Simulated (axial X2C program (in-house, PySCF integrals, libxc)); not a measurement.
**RuCO: properties at the nuclei**

Computed with an in-house all-electron X2C program for linear molecules (integrals from PySCF): two-component X2C with atomic mean-field Coulomb and Gaunt terms, Gaussian nuclei, basis Ru dyall-v3z, C dyall-v3z, O dyall-av3z with contracted cores.

Ru–C–O held linear, with bonds 1.792 and 1.157 Å (near the PBE0 minimum at charge 0 of the determinant lowest at the starting distance; the state shown can have its own minimum elsewhere, held linear; other orders of the atoms were not compared).

Determinant lowest in the PBE0 search, Ω = 3 (⟨Sz⟩ = 1.00, ⟨Lz⟩ = 2.00 at PBE0), spin on the atoms Ru 1.06, C -0.03, O -0.03:

| level | Eeff magnitude (GV/cm) | Ws magnitude Ru (kHz) | A∥/gI Ru (MHz) | qzz Ru (a.u.) | A∥/gI C (MHz) | qzz C (a.u.) | A∥/gI O (MHz) | qzz O (a.u.) | μ (D) |
| --- | --- | --- | --- | --- | --- | --- | --- | --- | --- |
| PBE0 | 1.88 | 0.287 | 718 | -0.31 | -5.42 | -0.66 | 3.74 | 0.00 | -3.97 |
| HF | 2.49 | 0.368 | 560 | -1.36 | -15.1 | -0.93 | -2.31 | -0.09 | -4.38 |
| r2SCAN | 1.54 | 0.229 | 773 | -0.16 | -4.3 | -0.60 | 3.69 | 0.05 | -3.95 |

Determinant 0.22 eV from it at PBE0 and this distance, Ω = 1 (⟨Sz⟩ = -0.99, ⟨Lz⟩ = 1.99 at PBE0), spin on the atoms Ru -1.06, C 0.03, O 0.03:

```json
{"level": "PBE0", "Eeff magnitude (GV/cm)": "1.89", "Ws magnitude Ru (kHz)": "0.873", "A∥/gI Ru (MHz)": "-231", "qzz Ru (a.u.)": "-0.43", "A∥/gI C (MHz)": "23.1", "qzz C (a.u.)": "-0.66", "A∥/gI O (MHz)": "-13", "qzz O (a.u.)": "0.00", "μ (D)": "-3.95"}
{"level": "HF", "Eeff magnitude (GV/cm)": "2.55", "Ws magnitude Ru (kHz)": "1.14", "A∥/gI Ru (MHz)": "181", "qzz Ru (a.u.)": "-1.46", "A∥/gI C (MHz)": "43.4", "qzz C (a.u.)": "-0.93", "A∥/gI O (MHz)": "-18.1", "qzz O (a.u.)": "-0.09", "μ (D)": "-4.33"}
{"level": "r2SCAN", "Eeff magnitude (GV/cm)": "1.55", "Ws magnitude Ru (kHz)": "0.702", "A∥/gI Ru (MHz)": "-351", "qzz Ru (a.u.)": "-0.30", "A∥/gI C (MHz)": "21.6", "qzz C (a.u.)": "-0.60", "A∥/gI O (MHz)": "-8.81", "qzz O (a.u.)": "0.05", "μ (D)": "-3.93"}
```

Eeff is the effective electric field on the electron electric dipole moment in this Ω state and Ws the scalar–pseudoscalar constant of the nucleus named (defined with the proton number Z and per Ω); A∥ (defined per Ω) follows by multiplying with gI = μI/(I μN); qzz is the electric field gradient, eQq0 = 234.96 MHz × Q/barn × qzz; μ is positive if the O end (last atom) is positive. The operators were transformed with the bare-nucleus X2C matrices; with these basis sets, hyperfine constants and field gradients can be off by tens of per cent, and where levels differ in sign neither size nor sign is settled.

Problem. With gI(101Ru) = -0.2880 (g factors from the IAEA table of nuclear moments by Stone), turn the PBE0 values of the first state into constants in MHz.

Solution. A∥(101Ru) = 718 × -0.2880 = -207 MHz.

The molecule was held linear; bending was not examined, so a bent shape may lie lower.

Each state is one determinant with collinear spin, which with several unpaired electrons need not be a pure state. Unrestricted Hartree–Fock can overshoot spin polarisation at the nuclei. With several open shells hyperfine constants can be off by a factor of several. Open-shell Ω = 0 determinants with evenly filled partner blocks cannot be reached by this program, so the Ω shown need not be the lowest component. The search compared states at one distance, so a state with another bond length can lie lower. Where a field gradient or hyperfine factor spreads by more than a factor of two over the levels, a constant derived from it is not to be relied on. PBE0 term energies can be off by some tenths of an eV.
